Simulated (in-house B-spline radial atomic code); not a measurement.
A fraction x of an electron is removed from 2p in N+, starting from [He] 2s2 2p2 and keeping the highest spin. All numbers are computed (scalar-relativistic (X2C) SCAN, spin-polarised, spherical fractional occupations; Fermi nucleus of rms radius 2.5582 fm) with a radial B-spline atomic code at the basis-set limit, not measured.

```tsv
x	E(x) - E(0) (eV)	2p up level (eV)
0	0.0000	-22.536
0.07	1.6144	-23.590
0.23	5.5843	-26.044
0.28	6.9060	-26.823
0.41	10.5258	-28.873
0.5	13.1891	-30.314
0.62	16.9433	-32.261
0.74	20.9328	-34.236
0.85	24.7995	-36.070
0.95	28.4906	-37.756
1	30.3997	-38.605
```

The exact functional would give a straight line between the two integer points. Deviations E(x) - E(0) - x[E(1) - E(0)], in eV: -0.514 at x = 0.07, -1.408 at x = 0.23, -1.606 at x = 0.28, -1.938 at x = 0.41, -2.011 at x = 0.5, -1.905 at x = 0.62, -1.563 at x = 0.74, -1.04 at x = 0.85, -0.389 at x = 0.95.

The curve lies below the straight line by up to 2.011 eV (at x = 0.5): convex, the delocalisation error that favours fractional charges.

Problem. How well does Slater's transition state (minus the level at half occupation) give the ionisation energy?

Solution. It gives 30.314 eV against 30.400 eV from the two total energies; NIST lists 29.60 eV, ground level to ground level.
